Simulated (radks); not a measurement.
In4+, configuration [Kr] 4d9 (the NIST ground configuration). All-electron calculation, scalar-relativistic Kohn-Sham, SCAN, spin-polarised, spherical densities, finite nucleus; open shells are filled with parallel spins first (spin-orbit coupling, left out, can overturn this in heavy ions); meta-GGA in the generalised Kohn-Sham scheme; Fermi nuclear charge, rms radius 4.6156 fm. Program: a radial shooting solver on a logarithmic mesh with Libxc functionals.

Normalised radial functions P(r) = r R(r), r in bohr:

r           4p up  4p down
0.003309   0.0075   0.0075
0.004274   0.0118   0.0118
0.005566   0.0188   0.0188
0.00719    0.0292   0.0292
0.009362   0.0457   0.0457
0.01209    0.0696   0.0696
0.01575    0.1054   0.1054
0.0205     0.1553   0.1554
0.02649    0.2186   0.2187
0.03449    0.2960   0.2962
0.04455    0.3718   0.3721
0.05801    0.4258   0.4261
0.07494    0.4171   0.4174
0.09758    0.3005   0.3006
0.1271     0.0506   0.0506
0.1641    -0.2814  -0.2817
0.2137    -0.5800  -0.5805
0.2761    -0.6412  -0.6415
0.3595    -0.3305  -0.3302
0.4643     0.2710   0.2721
0.6046     0.9027   0.9037
0.7873     1.2014   1.2012
1.017      1.0598   1.0590
1.324      0.6624   0.6617
1.711      0.3004   0.3013
2.228      0.0891   0.0898
2.877      0.0169   0.0172
3.747      0.0016   0.0017

4p up: eigenvalue -128.91 eV, 2 radial nodes at r = 0.132, 0.418 bohr, <r> = 0.913 bohr, 90 % of the charge inside 1.34 bohr. 4p down: eigenvalue -127.72 eV, 2 radial nodes at r = 0.132, 0.418 bohr, <r> = 0.913 bohr, 90 % of the charge inside 1.34 bohr.
